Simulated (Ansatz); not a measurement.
Cu₃F₄. Total charge 0; doublet. Geometry r2SCAN-D4/def2-SVP.

Cartesian coordinates in Å:
```
Cu 0.593 1.367 0.065
Cu 0.064 -0.731 -1.233
Cu -0.882 -0.428 1.048
F -1.465 -1.520 -0.406
F 1.032 -0.865 0.542
F -0.373 1.312 1.687
F 1.031 0.864 -1.702
```

The 6-31G sets use Cartesian d functions. B3LYP takes the VWN-RPA correlation. Another isomer (doublet) lies 0.03 eV lower at PBE0-D4/def2-TZVP.

Task: Estimate the α-spin orbital energies around the gap (eV) in Ansatz with HF/6-31G, r2SCANh-D4/def2-TZVP, B3LYP-D4/6-31G, PBE0-D4/def2-SVP, PBE0-D4/def2-TZVP.

Result: 
| orbital | HF/6-31G | r2SCANh-D4/def2-TZVP | B3LYP-D4/6-31G | PBE0-D4/def2-SVP | PBE0-D4/def2-TZVP |
| --- | --- | --- | --- | --- | --- |
| HOMO−13 | -15.46 | -8.77 | -8.46 | -9.65 | -10.11 |
| HOMO−12 | -15.33 | -8.76 | -8.45 | -9.57 | -10.03 |
| HOMO−11 | -15.18 | -8.55 | -8.28 | -9.44 | -9.90 |
| HOMO−10 | -14.84 | -8.47 | -8.12 | -9.30 | -9.77 |
| HOMO−9 | -12.62 | -8.42 | -8.11 | -9.28 | -9.73 |
| HOMO−8 | -12.54 | -8.20 | -7.91 | -9.04 | -9.49 |
| HOMO−7 | -12.37 | -8.06 | -7.87 | -8.85 | -9.32 |
| HOMO−6 | -12.31 | -7.93 | -7.70 | -8.61 | -9.08 |
| HOMO−5 | -11.69 | -7.91 | -7.63 | -8.53 | -9.02 |
| HOMO−4 | -11.62 | -7.76 | -7.16 | -8.24 | -8.66 |
| HOMO−3 | -11.47 | -7.70 | -7.10 | -8.14 | -8.57 |
| HOMO−2 | -11.39 | -7.49 | -7.07 | -7.87 | -8.28 |
| HOMO−1 | -10.27 | -7.42 | -6.98 | -7.81 | -8.24 |
| HOMO | -9.77 | -7.06 | -6.57 | -7.27 | -7.67 |
| LUMO | -0.35 | -2.50 | -2.36 | -1.72 | -2.17 |
| LUMO+1 | 1.84 | -1.30 | -1.29 | -0.68 | -1.07 |
| LUMO+2 | 2.26 | -1.10 | -0.95 | -0.36 | -0.70 |
| LUMO+3 | 2.35 | 0.15 | -0.32 | 1.19 | 0.46 |
| LUMO+4 | 3.49 | 2.38 | 1.20 | 2.95 | 2.55 |
| LUMO+5 | 4.00 | 2.44 | 1.45 | 3.07 | 2.66 |
| β HOMO | -9.77 | -6.25 | -5.65 | -6.44 | -6.83 |
| β LUMO | -0.45 | -5.49 | -4.34 | -4.79 | -5.20 |
